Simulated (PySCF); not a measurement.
A side-by-side comparison of computed properties.

First species: C3H7FOSi.
Structure used (GFN2-xTB), in Å, numbered top down from 1:
```
atom  x, y, z in Å
C1    -0.4999   -0.0925   -1.3319
C2    -0.3005    0.0292   -0.0223
O3     0.9123   -0.0285    0.6114
C4     2.0604   -0.2355   -0.1765
Si5   -1.6622    0.3114    1.2543
F6    -3.0549    0.3686    0.4407
H7     0.2822   -0.2530   -2.0547
H8    -1.4996   -0.0303   -1.7194
H9     2.9017   -0.2485    0.5145
H10    2.1939    0.5735   -0.9019
H11    2.0086   -1.1905   -0.7091
H12   -1.8004   -0.8106    2.1705
H13   -1.5461    1.6071    1.9066
```

Second species: C₃H₇FOSi.
Atom-mapped SMILES: `[CH2:1]=[CH:2][CH2:3][O:4][SiH2:5][F:6]` (hydrogens: H7, H8 on C1; H9 on C2; H10, H11 on C3; H12, H13 on Si5)

Levels: wB97X-D/def2-SVPD for dipole moment, HOMO energy, LUMO energy, HOMO–LUMO gap, static isotropic polarisability and electronic spatial extent ⟨r²⟩ about the centre of nuclear charge; TDDFT wB97X-D/def2-SVPD for lowest singlet excitation; TDA wB97X-D/def2-SVPD for lowest triplet excitation (Tamm–Dancoff); GFN2-xTB for rotational constant A and rotational constant C. Geometries: GFN2-xTB. All species are isolated and taken at one optimised geometry, non-relativistic unless stated; the electronic structure was computed with PySCF and density fitting.

Dipoles, sizes and rotational constants follow the conformer. The torsions of the flexible species, by atom-mapped SMILES:
- `[CH2:1]=[C:2]([O:3][CH3:4])[SiH2:5][F:6]`: C1–C2–O3–C4 0°, C1–C2–Si5–F6 0°
- `[CH2:1]=[CH:2][CH2:3][O:4][SiH2:5][F:6]`: C1–C2–C3–O4 1°, C2–C3–O4–Si5 -148°, C3–O4–Si5–F6 54°

```json
{"property": "dipole moment", "column X": "1.60 D", "column Y": "2.43 D"}
{"property": "HOMO energy", "column X": "-9.50 eV", "column Y": "-8.97 eV"}
{"property": "LUMO energy", "column X": "2.06 eV", "column Y": "1.78 eV"}
{"property": "HOMO–LUMO gap", "column X": "11.56 eV", "column Y": "10.75 eV"}
{"property": "lowest singlet excitation", "column X": "7.51 eV", "column Y": "6.49 eV"}
{"property": "lowest triplet excitation (Tamm–Dancoff)", "column X": "4.67 eV", "column Y": "4.30 eV"}
{"property": "static isotropic polarisability", "column X": "63.9 au", "column Y": "66.6 au"}
{"property": "electronic spatial extent ⟨r²⟩ about the centre of nuclear charge", "column X": "905 bohr²", "column Y": "880 bohr²"}
{"property": "rotational constant A", "column X": "6.653 GHz", "column Y": "6.865 GHz"}
{"property": "rotational constant C", "column X": "1.369 GHz", "column Y": "1.309 GHz"}
```

**Question.** Which column belongs to which species?

**Answer.** Column X is the second species and column Y the first. The first has 13 atoms and 56 electrons, the second 13 and 56.

**Question.** How does each property change from the first species to the second?

**Answer.** dipole moment -0.83 D; HOMO energy -0.53 eV; LUMO energy +0.28 eV; HOMO–LUMO gap +0.81 eV; lowest singlet excitation +1.02 eV; lowest triplet excitation (Tamm–Dancoff) +0.37 eV; static isotropic polarisability -2.7 au; electronic spatial extent ⟨r²⟩ about the centre of nuclear charge +25 bohr²; rotational constant A -0.212 GHz; rotational constant C +0.060 GHz.

On the first: The polarisability is 9.86 Å³ as a volume (1 au = 0.148185 Å³), or 1.19 au for each of the 56 electrons. The principal polarisabilities are 53.8, 69.8 and 76.1 au; their mean is the isotropic value.

On the second: The vertical singlet–triplet gap S1 − T1 is 2.84 eV (TDDFT singlet less Tamm–Dancoff triplet; S1: HOMO→LUMO+1, weight 0.57; T1: HOMO→LUMO, weight 0.64). No computed singlet falls in the visible range (750 to 380 nm, 1.65 to 3.26 eV); S1 lies 4.25 eV above its blue end.
